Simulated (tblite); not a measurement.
Input of a run (GFN2-xTB geometry optimisation, gas phase (tblite 0.8.0)), started from a force field or distance geometry:
```
{"job": {"kind": "relax", "xc": "GFN2-xTB", "basis": "xTB"}, "charge": 0, "multiplicity": 2}
C     -1.128200     1.498900    -0.124400
Si    -0.951100    -0.273700     0.345300
C     -2.109100    -1.374400    -0.572400
C      0.828500    -0.854000     0.150000
C      1.843800    -0.134800     1.013600
N      2.482000     0.911300     0.410900
S      2.198000    -0.546000     2.577300
H     -0.500000     2.151700     0.499900
H     -0.850000     1.657600    -1.167700
H     -2.177000     1.831200     0.002800
H     -1.919300    -1.341500    -1.652500
H     -3.159000    -1.060900    -0.418600
H     -2.035300    -2.409700    -0.238000
H      1.109800    -0.753300    -0.900100
H      0.871100    -1.925100     0.386500
H      3.178000     1.430300     0.954100
H      2.310800     1.204500    -0.537000
```

Output (eV, eV/Å):
```
step      E/eV     max force
  0    -584.24728    1.640
  1    -584.37221    0.896
  2    -584.40831    0.446
  3    -584.42230    0.258
  4    -584.43337    0.247
  5    -584.43924    0.152
  6    -584.44282    0.150
  7    -584.44523    0.113
  8    -584.44729    0.106
  9    -584.44898    0.097
 10    -584.45008    0.079
 11    -584.45064    0.059
 12    -584.45099    0.053
 13    -584.45131    0.045
 14    -584.45169    0.049
 15    -584.45217    0.050
 16    -584.45278    0.074
 17    -584.45347    0.071
 18    -584.45417    0.082
 19    -584.45474    0.061
 20    -584.45512    0.039
 21    -584.45533    0.031
 22    -584.45545    0.037
 23    -584.45556    0.036
 24    -584.45568    0.025
 25    -584.45580    0.026
 26    -584.45594    0.032
 27    -584.45609    0.045
 28    -584.45626    0.040
 29    -584.45643    0.037
 30    -584.45658    0.030
 31    -584.45673    0.039
 32    -584.45688    0.044
 33    -584.45703    0.032
 34    -584.45717    0.037
 35    -584.45730    0.030
 36    -584.45742    0.031
 37    -584.45751    0.024
 38    -584.45760    0.029
 39    -584.45772    0.032
 40    -584.45789    0.050
 41    -584.45809    0.053
 42    -584.45825    0.031
 43    -584.45835    0.025
 44    -584.45843    0.023
 45    -584.45854    0.043
 46    -584.45867    0.050
 47    -584.45879    0.036
 48    -584.45886    0.016
 49    -584.45891    0.023
 50    -584.45897    0.025
 51    -584.45901    0.017
 52    -584.45904    0.013
 53    -584.45907    0.017
 54    -584.45911    0.021
 55    -584.45920    0.037
 56    -584.45935    0.048
 57    -584.45955    0.045
 58    -584.45976    0.041
 59    -584.45997    0.041
 60    -584.46018    0.041
 61    -584.46040    0.042
 62    -584.46057    0.026
 63    -584.46068    0.021
 64    -584.46078    0.021
 65    -584.46090    0.033
 66    -584.46106    0.034
 67    -584.46119    0.026
 68    -584.46128    0.018
 69    -584.46133    0.015
 70    -584.46137    0.020
 71    -584.46144    0.023
 72    -584.46153    0.026
 73    -584.46163    0.022
 74    -584.46172    0.026
 75    -584.46182    0.032
 76    -584.46194    0.034
 77    -584.46207    0.029
 78    -584.46219    0.028
 79    -584.46230    0.031
 80    -584.46241    0.032
 81    -584.46254    0.023
 82    -584.46267    0.034
 83    -584.46280    0.041
 84    -584.46295    0.042
 85    -584.46319    0.045
 86    -584.46354    0.044
 87    -584.46391    0.033
 88    -584.46410    0.025
 89    -584.46416    0.043
 90    -584.46431    0.027
 91    -584.46444    0.027
 92    -584.46454    0.032
 93    -584.46461    0.028
 94    -584.46471    0.019
 95    -584.46479    0.020
 96    -584.46497    0.023
 97    -584.46517    0.028
 98    -584.46533    0.024
 99    -584.46549    0.026
100    -584.46563    0.032
101    -584.46582    0.037
102    -584.46603    0.045
103    -584.46643    0.058
104    -584.46688    0.045
105    -584.46692    0.094
106    -584.46729    0.035
107    -584.46747    0.025
108    -584.46769    0.037
109    -584.46776    0.025
110    -584.46781    0.024
111    -584.46794    0.023
112    -584.46801    0.029
113    -584.46818    0.041
114    -584.46844    0.058
115    -584.46855    0.112
116    -584.46974    0.083
117    -584.47087    0.129
118    -584.47152    0.402
119    -584.47127    0.261
120    -584.47160    0.600
121    -584.46985    0.373
122    -584.47471    0.354
123    -584.47723    0.106
124    -584.47792    0.173
125    -584.47904    0.150
126    -584.48117    0.181
127    -584.48255    0.105
128    -584.48281    0.268
129    -584.48378    0.177
130    -584.48460    0.065
131    -584.48542    0.083
132    -584.48571    0.167
133    -584.48650    0.126
134    -584.48695    0.044
135    -584.48757    0.097
136    -584.48803    0.113
137    -584.48884    0.080
138    -584.48999    0.090
139    -584.49075    0.105
140    -584.49183    0.106
141    -584.49278    0.111
142    -584.48853    0.397
143    -584.49357    0.227
144    -584.49373    0.089
145    -584.49562    0.070
146    -584.49689    0.162
147    -584.49888    0.171
148    -584.50467    0.445
149    -584.50975    0.235
150    -584.49393    0.716
151    -584.51495    0.317
152    -584.51894    0.194
153    -584.52509    0.227
154    -584.52436    0.532
155    -584.53709    0.163
156    -584.54319    0.173
157    -584.55587    0.354
158    -584.56371    0.185
159    -584.57016    0.196
160    -584.57381    0.140
161    -584.57504    0.323
162    -584.57777    0.170
163    -584.57861    0.094
164    -584.57967    0.168
165    -584.58108    0.093
166    -584.58244    0.074
167    -584.58361    0.092
168    -584.58408    0.064
169    -584.58477    0.066
170    -584.58545    0.091
171    -584.58619    0.071
172    -584.58683    0.058
173    -584.58738    0.062
174    -584.58800    0.068
175    -584.58865    0.064
176    -584.58931    0.057
177    -584.58996    0.058
178    -584.59065    0.054
179    -584.59132    0.068
180    -584.59206    0.078
181    -584.59283    0.104
182    -584.59390    0.106
183    -584.59505    0.090
184    -584.59612    0.079
185    -584.59688    0.058
186    -584.59749    0.058
187    -584.59783    0.088
188    -584.59816    0.109
189    -584.59862    0.037
190    -584.59893    0.034
191    -584.59919    0.038
192    -584.59941    0.051
193    -584.59960    0.028
194    -584.59973    0.034
195    -584.59987    0.039
196    -584.60000    0.039
197    -584.60013    0.033
198    -584.60023    0.019
199    -584.60030    0.017
200    -584.60033    0.014
201    -584.60036    0.014
202    -584.60040    0.012
203    -584.60044    0.014
204    -584.60047    0.013
205    -584.60049    0.013
206    -584.60050    0.012
207    -584.60052    0.010
208    -584.60053    0.009
```

Summarise the run.

The energy falls by 34.1 kJ/mol over 208 L-BFGS steps, the largest force on an atom goes from 1.64 to 0.009 eV/Å, and the atoms move by 1.938 Å rms after alignment. The bond that changes most is Si2–C3 (ends: silicon bonded to 3 C; carbon bonded to Si and 3 H), which lengthens by 0.065 Å. Bonds longer at the end by more than 0.005 Å: 3 of 16; shorter: 8. Among the angles that change most is Si2–C4–C5, from 115.4° to 105.9°. Among the dihedrals that turn most is C3–Si2–C4–H15, from -50° to 170°. The energy rose by more than 1e-5 eV at steps 119, 121, 142, 150 and 154. The first step brought 35 % of the lowering.

What are the final bond lengths?

C1–Si2 1.898 Å, Si2–C3 1.907 Å, Si2–C4 1.941 Å, C4–C5 1.471 Å, C5–N6 1.352 Å, C5=S7 1.651 Å, C1–H8 1.086 Å, C1–H9 1.090 Å, C1–H10 1.086 Å, C3–H11 1.089 Å, C3–H12 1.086 Å, C3–H13 1.087 Å, C4–H14 1.089 Å, C4–H15 1.086 Å, N6–H16 1.006 Å, N6–H17 1.006 Å. Numbering counts from 1 in the input's order; the species is `C[Si](C)CC(N)=S` [radical].

Hardware: one thread of an AMD EPYC 7B13, on a shared host. Cost: 2.0 s wall.

Its GFN2-xTB frequencies are all real (lowest 31 cm⁻¹).

One conformer stands for the species.

These are computed values.
